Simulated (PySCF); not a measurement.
Molecule: `CCCNC(C)=O`, C$_{5}$H$_{11}$NO.

Molfile (atoms numbered from 1):
```
C5H11NO
     RDKit          3D

 18 17  0  0  0  0  0  0  0  0999 V2000
   -1.8870    0.8886   -0.7221 C   0  0  0  0  0  0  0  0  0  0  0  0
   -1.7894   -0.3360    0.1727 C   0  0  0  0  0  0  0  0  0  0  0  0
   -0.5753   -1.2093   -0.1262 C   0  0  0  0  0  0  0  0  0  0  0  0
    0.6824   -0.5288    0.0631 N   0  0  0  0  0  0  0  0  0  0  0  0
    1.5016   -0.1923   -0.9752 C   0  0  0  0  0  0  0  0  0  0  0  0
    2.7469    0.5671   -0.5694 C   0  0  0  0  0  0  0  0  0  0  0  0
    1.2549   -0.4797   -2.1295 O   0  0  0  0  0  0  0  0  0  0  0  0
   -2.7667    1.5008   -0.4734 H   0  0  0  0  0  0  0  0  0  0  0  0
   -0.9958    1.5265   -0.6173 H   0  0  0  0  0  0  0  0  0  0  0  0
   -1.9577    0.6024   -1.7826 H   0  0  0  0  0  0  0  0  0  0  0  0
   -2.6921   -0.9609    0.0653 H   0  0  0  0  0  0  0  0  0  0  0  0
   -1.7657   -0.0265    1.2334 H   0  0  0  0  0  0  0  0  0  0  0  0
   -0.6038   -2.1229    0.4922 H   0  0  0  0  0  0  0  0  0  0  0  0
   -0.5844   -1.5251   -1.1800 H   0  0  0  0  0  0  0  0  0  0  0  0
    0.9314   -0.2238    0.9948 H   0  0  0  0  0  0  0  0  0  0  0  0
    3.3502    0.7532   -1.4649 H   0  0  0  0  0  0  0  0  0  0  0  0
    2.4837    1.5299   -0.1045 H   0  0  0  0  0  0  0  0  0  0  0  0
    3.3407   -0.0076    0.1578 H   0  0  0  0  0  0  0  0  0  0  0  0
  1  2  1  0
  2  3  1  0
  3  4  1  0
  4  5  1  0
  5  6  1  0
  5  7  2  0
  1  8  1  0
  1  9  1  0
  1 10  1  0
  2 11  1  0
  2 12  1  0
  3 13  1  0
  3 14  1  0
  4 15  1  0
  6 16  1  0
  6 17  1  0
  6 18  1  0
M  END
```

Geometry PBE0-D3(BJ)/def2-SVP throughout; GIAO in PySCF, gas phase, one conformer, non-relativistic; equivalent atoms averaged; functional PBE0.

For orientation, aug-cc-pVDZ gives these shifts δ (against TMS, NH3, H2O at the same level): C5 164.2, C3 38.1, C6 21.9, C1 11.4, N4 122.0, O7 381.1, H15 4.37, H11/H12 1.38, H8/H9/H10 0.89 ppm.

A run gave: C5 169.6, C3 39.8, C6 22.8, C1 11.8, N4 131.2, O7 410.8, H15 4.14, H11/H12 1.30, H8/H9/H10 0.84 ppm (shifts δ (against TMS, NH3, H2O at the same level)).

**Question.** Which basis set was used in that run?
A. def2-TZVP
B. 6-311+G(2d,p)
C. def2-SVP
D. STO-3G
E. 6-31G*

**Answer.** A. O7 tells them apart best: def2-TZVP gives 410.8, 6-31G* gives 371.8, 6-311+G(2d,p) gives 400.2, STO-3G gives 395.4, def2-SVP gives 401.3 ppm.
